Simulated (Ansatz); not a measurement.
Basis sets compared for the cluster Ge₂O₂. Charge 0, multiplicity 1. Geometry PBE-D4/def2-SVP. Ansatz on 4 threads of Arm Neoverse V2 on a shared host; times are rough, and most runs start from earlier orbitals.

Cartesian coordinates in Å:
```
Ge -0.351 -1.296 -0.190
Ge 0.352 1.295 0.190
O -0.780 0.066 0.995
O 0.780 -0.066 -0.996
```

The structure comes from a short search, and lower isomers may exist.

Binding counts from free atoms (Ge triplet, O triplet) in the same basis, without a counterpoise term.

| level | functions | energy (Eh) | HOMO (eV) | LUMO (eV) | binding per atom (eV) | wall time |
| --- | --- | --- | --- | --- | --- | --- |
| PBE-D4/def2-SVP | 92 | -4303.1293 | -5.91 | -3.24 | 4.20 | 0.6 s |
| PBE-D4/def2-TZVP (with forces) | 158 | -4303.8441 | -5.97 | -3.25 | 4.23 | 1.4 s |
| r2SCAN-D4/def2-TZVP | 158 | -4304.5188 | -6.26 | -3.22 | 4.05 | 2.5 s |
| PBE0-D4/def2-SVP | 92 | -4303.2113 | -7.03 | -2.47 | 3.89 | 0.9 s |
| PBE0-D4/def2-TZVP | 158 | -4303.9265 | -7.07 | -2.45 | 3.94 | 1.6 s |

(1) Estimate the rows for PBE-D4/def2-TZVPD, r2SCAN-D4/def2-TZVPD, PBE0-D4/def2-TZVPD.

Answers

(1) 
```
               level  functions  energy (Eh)  HOMO (eV)  LUMO (eV)  binding per atom (eV)  wall time
   PBE-D4/def2-TZVPD        188   -4303.8474      -6.05      -3.31                   4.23      1.4 s
r2SCAN-D4/def2-TZVPD        188   -4304.5215      -6.30      -3.24                   4.05      3.5 s
  PBE0-D4/def2-TZVPD        188   -4303.9294      -7.12      -2.50                   3.95      2.5 s
```
